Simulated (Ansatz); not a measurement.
Species: C₄H₆O, SMILES `C=CC(=C)O` (C–C–C–O torsion 0°, C–C–O–H torsion 0°) (charge 0, multiplicity 1).

Q: Give a relaxed geometry from PBE-D3(BJ)/def2-TZVP run with Ansatz (an electronic-structure program).

A: One answer among several that fit: the end point of this relaxation, one of several conformers (outside a Z-matrix the atoms follow the SMILES, hydrogens last).
Z-matrix (Å, degrees):
```
C
C 1 1.3501
O 1 1.3712 2 123.62
H 3 0.9733 1 108.17 2 0.01
H 2 1.0876 1 120.09 3 180.00
H 2 1.0912 5 117.72 1 -180.00
C 1 1.4584 2 122.69 5 0.00
C 7 1.3413 1 124.76 2 180.00
H 8 1.0900 7 121.03 1 180.00
H 8 1.0902 9 117.72 7 179.99
H 7 1.0924 8 120.46 9 0.00
```
